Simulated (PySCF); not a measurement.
Al(F)(Br)(Et) (C2H5AlBrF), SMILES C[CH2][Al]([F])[Br]. Coordinates come from a B3LYP-D3(BJ)/def2-SVP optimisation. The structure was generated by enumeration; whether it is a known compound was not checked. Other conformers were not sampled.

Computed equilibrium geometry at B3LYP-D3(BJ)/def2-SVP (PySCF confirms it by a frequency run) as bond lengths and angles (one conformer of several):
Atoms: Al1 F2 Br3 C4 C5 H6 H7 H8 H9 H10. Bonds (Å): Al1–F2 1.666, Al1–Br3 2.258, Al1–C4 1.945, C4–C5 1.536, C4–H6 1.106, C4–H7 1.106, C5–H8 1.102, C5–H9 1.102, C5–H10 1.103. Bond angles (°): F2–Al1–Br3 116.3, F2–Al1–C4 121.1, Br3–Al1–C4 122.6, Al1–C4–C5 116.2, Al1–C4–H6 106.9, Al1–C4–H7 106.8, C5–C4–H6 111.0, C5–C4–H7 110.9, H6–C4–H7 104.4, C4–C5–H8 111.8, C4–C5–H9 111.8, C4–C5–H10 111.6, H8–C5–H9 106.9, H8–C5–H10 107.3, H9–C5–H10 107.3.
